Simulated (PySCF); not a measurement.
**Pb⁻ (lead, charge -1) across methods**

[Xe] 4f14 5d10 6s2 6p3, high-spin 4S determinant. All numbers are calculated (PySCF 2.14, the spin-free X2C one-electron Hamiltonian (Gaussian nucleus), in aug-cc-pwCVTZ-DK3 (11s10p8d5f1g, 125 functions)).

| method | E (hartree) | mean ε 6s α (eV) | mean ε 6s β (eV) | mean ε 6p α (eV) | Σ⟨r²⟩ (bohr²) | ⟨S²⟩ |
| --- | --- | --- | --- | --- | --- | --- |
| PBE | -20884.20 | -6.717 | -5.566 | 0.987 | 106.9 | 3.751 |
| LDA | -20871.50 | -6.929 | -5.936 | 0.895 | 106.5 | 3.751 |
| PBE0 | -20883.89 | -8.066 | -6.240 | 0.333 | 103.8 | 3.753 |
| UHF | -20877.96304 | -11.606 | -7.575 | -1.458 | 102.8 | 3.760 |
| r2SCAN | -20884.13 | -7.155 | -5.502 | 0.806 | 103.5 | 3.755 |

Spin-orbit coupling, which splits the p, d and f shells strongly at this Z, is absent. Spin-orbit coupling is strong in this species (close to jj coupling), so the high-spin LS determinant is a model state, not a physical level.

The highest occupied level is positive at PBE, LDA, PBE0, r2SCAN: only the finite basis holds that electron, which in a density functional comes from self-interaction.
